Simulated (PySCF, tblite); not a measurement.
C7H9O2P.
Z-matrix (Å and degrees, GFN2-xTB geometry), rows numbered from 1:
```
O 
P   1  1.4620
C   2  1.8042  1  113.79
C   3  1.3701  2  135.09  1   178.35
C   4  1.4103  3  105.93  2   179.79
C   5  1.3648  4  105.83  3    -0.02
O   6  1.3332  5  110.81  4    -0.01
C   2  1.8566  1  121.73  3   132.46
C   8  1.5411  2   90.11  1   132.96
C   9  1.5409  8   98.35  2   -15.70
H   4  1.0710  3  126.87  2    -0.30
H   5  1.0708  4  127.12  3   179.98
H   6  1.0727  5  131.65  4  -179.94
H   8  1.0901  2  109.09  1    19.21
H   8  1.0871  2  119.37  1  -107.02
H   9  1.0885  8  110.95  2   100.55
H   9  1.0890  8  114.07  2  -136.75
H  10  1.0900  2  109.07  1   -19.39
H  10  1.0871  2  119.42  1   106.89
```

Level of theory: PBE0/pcSseg-1 in PySCF (dipole) on a GFN2-xTB geometry, gas phase.

Take the most abundant isotopes and a rigid rotor. The values belong to one conformer with, in the numbering `[O:1]=[P:2]1([c:3]2[cH:4][cH:5][cH:6][o:7]2)[CH2:8][CH2:9][CH2:10]1`, O1–P2–C3–C4 178°, O1–P2–C8–C9 133°, P2–C8–C9–C10 -16°, C8–C9–C10–P2 16°, O1–P2–C10–C9 -133°.

What are A, B and C (MHz)?

Ia = 217.10, Ib = 571.81, Ic = 697.82 u·Å²; 505379 MHz·u·Å²/I gives A = 2328, B = 883.8, C = 724.2 MHz.

What kind of rotor is it?

An asymmetric top. Ray's parameter κ = (2B − A − C)/(A − C) = -0.801; −1 is the prolate and +1 the oblate limit.

Is it planar, by Δ = Ic − Ia − Ib?

Not planar: Δ = Ic − Ia − Ib = -91.08 u·Å². For a rigid frame Δ = −2 Σ m c², so Σ m c² = 45.54 u·Å² lies off the ab plane: 12.87 from hydrogen and 32.67 from heavier atoms. The atom farthest from that plane is 2.02 Å away.

Give the other two planar moments, Paa and Pbb, and the rms extents of the mass along the axes.

Paa = Σ m a² = (Ib + Ic − Ia)/2 = 526.27 and Pbb = Σ m b² = (Ia + Ic − Ib)/2 = 171.56 u·Å². With the mass M = 156.03 u, the rms extents √(P/M) along a, b and c are 1.84, 1.05, 0.54 Å.

Give the coordinates in the principal-axis frame, origin at the centre of mass.

The sense of each axis is arbitrary; atoms in the order of the calculation.
| atom | mass (u) | a (Å) | b (Å) | c (Å) |
| --- | --- | --- | --- | --- |
| O1 | 15.995 | -1.013 | 2.006 | 0.024 |
| P2 | 30.974 | -0.905 | 0.548 | 0.008 |
| C3 | 12.000 | 0.795 | -0.056 | 0.008 |
| C4 | 12.000 | 1.386 | -1.292 | 0.024 |
| C5 | 12.000 | 2.776 | -1.057 | 0.007 |
| C6 | 12.000 | 2.924 | 0.300 | -0.018 |
| O7 | 15.995 | 1.737 | 0.906 | -0.019 |
| C8 | 12.000 | -1.901 | -0.517 | 1.157 |
| C9 | 12.000 | -2.290 | -1.430 | -0.022 |
| C10 | 12.000 | -1.892 | -0.489 | -1.175 |
| H11 | 1.008 | 0.890 | -2.241 | 0.046 |
| H12 | 1.008 | 3.556 | -1.791 | 0.014 |
| H13 | 1.008 | 3.798 | 0.921 | -0.038 |
| H14 | 1.008 | -2.748 | 0.058 | 1.532 |
| H15 | 1.008 | -1.407 | -1.008 | 1.992 |
| H16 | 1.008 | -1.683 | -2.334 | -0.031 |
| H17 | 1.008 | -3.339 | -1.722 | -0.030 |
| H18 | 1.008 | -2.737 | 0.095 | -1.541 |
| H19 | 1.008 | -1.393 | -0.958 | -2.019 |

Predict some low-J microwave lines.

The dipole components are |μa| = 0.80 D, |μb| = 4.57 D, |μc| = 0.04 D. Intensities carry the squares of the components, which stand as 0.03 : 1.00 : 0.00 (a : b : c). Some lines, for components of 0.1 D or more:

| type | branch | J(Ka,Kc) | MHz | lower level (cm⁻¹) |
| --- | --- | --- | --- | --- |
| a | Q | 2(1,1) ← 2(1,2) | 479 | 0.204 |
| b | R | 3(1,2) ← 2(2,1) | 723 | 0.364 |
| a | Q | 3(1,2) ← 3(1,3) | 957 | 0.356 |
| b | Q | 1(1,0) ← 1(0,1) | 1604 | 0.054 |
| a | R | 1(0,1) ← 0(0,0) | 1608 | 0.000 |
| b | Q | 2(1,1) ← 2(0,2) | 1776 | 0.160 |
| b | Q | 3(1,2) ← 3(0,3) | 2057 | 0.320 |
| b | R | 1(1,1) ← 0(0,0) | 3052 | 0.000 |
| a | R | 2(1,2) ← 1(1,1) | 3056 | 0.102 |
| a | R | 2(0,2) ← 1(0,1) | 3204 | 0.054 |
| a | R | 2(1,1) ← 1(1,0) | 3376 | 0.107 |
| b | R | 3(0,3) ← 2(1,2) | 3478 | 0.204 |
| b | Q | 3(2,1) ← 3(1,2) | 4163 | 0.388 |
| b | Q | 2(2,0) ← 2(1,1) | 4345 | 0.220 |
| b | R | 2(1,2) ← 1(0,1) | 4501 | 0.054 |
| a | R | 3(0,3) ← 2(0,2) | 4775 | 0.160 |
| a | R | 3(2,2) ← 2(2,1) | 4824 | 0.364 |
| a | R | 3(1,2) ← 2(1,1) | 5055 | 0.220 |
| b | Q | 3(2,2) ← 3(1,3) | 5058 | 0.356 |
| b | R | 3(1,3) ← 2(0,2) | 5874 | 0.160 |
| b | Q | 3(3,0) ← 3(2,1) | 7565 | 0.527 |
| b | Q | 3(3,1) ← 3(2,2) | 7627 | 0.525 |
| b | R | 2(2,0) ← 1(1,1) | 7880 | 0.102 |
| b | R | 3(2,2) ← 2(1,1) | 9156 | 0.220 |
| b | R | 3(2,1) ← 2(1,2) | 9697 | 0.204 |
| b | R | 3(3,1) ← 2(2,0) | 12439 | 0.365 |
| b | R | 3(3,0) ← 2(2,1) | 12452 | 0.364 |

Its GFN2-xTB frequencies are all real (lowest 20 cm⁻¹). Zero-point vibration and centrifugal distortion are left out.

The run took about 2.1 min of CPU time (one thread, shared machine). This is the PBE0/pcSseg-1 job that gave the dipole, with the shieldings it also computed.
